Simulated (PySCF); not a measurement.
I₂Zr, multiplicity 1. Atoms are numbered in the order given.

```xyz
3

Zr     0.0000     0.0000     0.0000
I      0.0000     0.0000    -2.6949
I      0.0000     0.0000     2.6949
```
Charge 0, spin multiplicity 1.

The structure is a stationary point at B3LYP-D3(BJ)/def2-SVP. A frequency run showed that this geometry is not a minimum. The spin state was assumed, not searched. The def2 effective core potentials stand for the cores of I, Zr; spin–orbit coupling is left out.

Computed with TDDFT-PBE/def2-SVPD (PySCF).

Vertical excitations; the highest root listed may be one member of a degenerate set.  State labels are in the subgroup D2h.

```csv
state,symmetry,energy (eV),λ (nm),f,main pairs
S1,B1g,0.26,4765,0.000,HOMO→LUMO+1 (degenerate set)
S2,Ag,0.26,4764,0.000,HOMO→LUMO (degenerate set)
S3,B2g,0.92,1346,0.000,HOMO→LUMO+2 (degenerate set)
S4,B3g,0.92,1346,0.000,HOMO→LUMO+3 (degenerate set)
S5,B2u,2.41,514,0.000,"HOMO−2→LUMO+1, HOMO−1→LUMO (degenerate set)"
S6,B3u,2.41,514,0.000,"HOMO−1→LUMO+1, HOMO−2→LUMO (degenerate set)"
S7,B3u,2.45,507,0.001,"HOMO−2→LUMO, HOMO−1→LUMO+1 (degenerate set)"
S8,B2u,2.45,507,0.001,"HOMO−1→LUMO, HOMO−2→LUMO+1 (degenerate set)"
S9,Au,2.70,458,0.000,HOMO−3→LUMO+1 (degenerate set)
S10,B1u,2.70,458,0.000,HOMO−3→LUMO (degenerate set)
T1,B2g,0.59,2097,0,HOMO→LUMO+2 (degenerate set)
T2,B3g,0.59,2097,0,HOMO→LUMO+3 (degenerate set)
T3,B2u,2.39,519,0,"HOMO−1→LUMO, HOMO−2→LUMO+1 (degenerate set)"
T4,B3u,2.39,519,0,"HOMO−2→LUMO, HOMO−1→LUMO+1 (degenerate set)"
```
Triplets are in the Tamm–Dancoff approximation, which puts them higher than full response would, so one can lie above its singlet here.
